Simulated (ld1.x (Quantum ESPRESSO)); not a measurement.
## Which change was made? (Te, TM)

```json
{
  "Element": "tellurium",
  "Generator": "ld1.x (Quantum ESPRESSO) 7.5",
  "Type": "norm-conserving Troullier–Martins (Kleinman–Bylander form)",
  "Functional": "PBE",
  "Relativity": "scalar-relativistic",
  "Frozen core": "[Kr]",
  "Valence charge": "16",
  "Reference configuration": "4d10 5s2 5p3 (charge +1)",
  "Partial waves": "5p (bound): rc 1.80 bohr; 4d (bound): rc 1.05 bohr; 5s (bound): rc 1.55 bohr",
  "Local potential": "the s channel",
  "Core correction": "Bessel-smoothed model core, default radius (core density twice the valence density)"
}
```

Cutoffs, loose and tight: the cutoffs (Ry, on a coarse ladder) from which the occupation-weighted sum of valence levels, in a spherical-Bessel basis at the reference potential, stays within 10 and 1 mRy of its value at 400 Ry. They do not see the model core or the augmentation charge, which bear on the density cutoff. Test errors are all-electron minus pseudo excitation energies from the reference, over the configurations 4d10 5s2 5p4; 4d10 5s2 5p2; 4d10 5s2 5p1; 4d10 5s2 5p3.5; 4d10 5s2 5p0; 4d10 5s1 5p4; 4d10 5s1 5p5; variants that change the core or the reference have their own tests.

The base gives: outcome: generated; cutoff, loose: 120 Ry; cutoff, tight: 200 Ry; bound ghosts: none; largest test error (meV): +4.2.

(1) After one change the result is: outcome: generated; cutoff, loose: 120 Ry; cutoff, tight: 200 Ry; bound ghosts: s, p; largest test error (meV): +3.6. Which change was it?
A. core correction none
B. wave 5p (bound): rc 1.80 bohr becomes 5p (bound): rc 2.64 bohr
C. local potential the d channel

## Answers

(1) C. The others give: core correction none → outcome: generated; cutoff, loose: 120 Ry; cutoff, tight: 200 Ry; bound ghosts: none; largest test error (meV): +36 | wave 5p (bound): rc 1.80 bohr becomes 5p (bound): rc 2.64 bohr → outcome: generated; cutoff, loose: 120 Ry; cutoff, tight: 200 Ry; bound ghosts: none; largest test error (meV): -53.
